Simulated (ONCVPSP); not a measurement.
## What one change does to a pseudopotential (Mg, ONCV)

Mg, optimised norm-conserving Vanderbilt (ONCV), made with ONCVPSP 4.0.1 (LDA (Perdew-Wang 92), scalar-relativistic). Core [He] 2s2, reference 2p6 3s1 (charge +1). Waves: 3s: rc 2.45 bohr, ncon 4, nbas 8, qcut 2.5 1/bohr, 2 projectors, debl 1.1 Ha; 2p: rc 0.95 bohr, ncon 4, nbas 8, qcut 16.2 1/bohr, 2 projectors, debl 1.1 Ha; d scattering state at 0.02 Ha: rc 2.10 bohr, ncon 4, nbas 8, qcut 5.4 1/bohr, 2 projectors, debl 0.5 Ha. Local part: polynomial inside 0.85 bohr (lpopt 4, dvloc0 1 Ha). Core correction: Teter function, fcfact 1.75, rcfact 1.45.

In the p channel the program set the typed energies aside and used -2.052, 0.250 Ha.

Change: s: nproj 1.

Cutoffs: the cutoffs (Ha) at which the residual kinetic energy of the hardest occupied pseudo-wave falls to 1 and 0.1 mHa per electron; they do not see the model core or the augmentation charge, which bear on the density cutoff. Errors are all-electron minus pseudo energies relative to the spin-unpolarised reference configuration.

Task: What does the change do?

Result: The potential gets neither clearly harder nor softer (90 Ha and 104 Ha → 90 Ha and 104 Ha); a bound ghost appears in s, which as a rule spoils a file; the lowest positive-energy flag moves from s at 44.3 eV to none; the number of tests with a reliable result goes from 4 to 3; of the 3 tests that both files solve, the error grows in 2 and shrinks in 0 by more than 15 % and 0.3 meV (median size 1.3 → 9.4 meV).

```csv
quantity,base,changed
"cutoff, loose",90 Ha,90 Ha
"cutoff, tight",104 Ha,104 Ha
bound ghosts,none,s
GHOST(+) flags under 300 eV,s at 44.3 eV,none
tests with a reliable result,4 of 4,3 of 4
"error for 2p6 3s2, meV [ΔE -8.07 eV]",+1.3,+29
"error for 2p6 3s0, meV [ΔE 15.04 eV]",+3.3,+3.3
"error for 2p6 3s1.5, meV [ΔE -4.88 eV]",+0.4,+9.4
s: phases at 2.48 bohr within 0.05 rad from the reference energy up to (Ha; the scan ends near 5),n/a,n/a
p: phases at 0.96 bohr within 0.05 rad from the reference energy up to (Ha; the scan ends near 5),to the end of the scan,to the end of the scan
d: phases at 2.14 bohr within 0.05 rad from the reference energy up to (Ha; the scan ends near 5),2.9,2.9
"rms error of d²Exc/dni dnj with the model core, mHa",7.75,7.75
```

 A true bound ghost makes a file unfit for plane-wave use even where its test errors are small: the radial tests pick states by their node count and pass the ghost by.
